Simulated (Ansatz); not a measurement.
Ansatz (a quantum-chemistry and plane-wave program) input:

Ansatz 0.2 input:
```yaml
crystal:
  periodic: [false, false, false]
  atoms:
    - {symbol: C, position_ang: [-0.97869676, -0.02312708, -0.11952143]}
    - {symbol: F, position_ang: [-1.53614924, -0.66730619, 0.88977126]}
    - {symbol: F, position_ang: [-1.44889541, 1.20920506, -0.18780349]}
    - {symbol: Br, position_ang: [0.93535950, -0.13538078, -0.16001661]}
basis:
  gaussian:
    orbitals: def2-TZVP
hamiltonian:
  xc: b3lyp
  dispersion: d3bj
magnetization: {spin_polarized: true, initial_magnetization: 1}
phonons: {temperatures: {t_min: 298.15, t_max: 298.15, t_step: 100}}
```

Q: What final total energy does it print?

A: -2812.01202 Eh (B3LYP-D3(BJ)/def2-TZVP). The basis has 141 functions.

It need not be the lowest isomer of its formula.
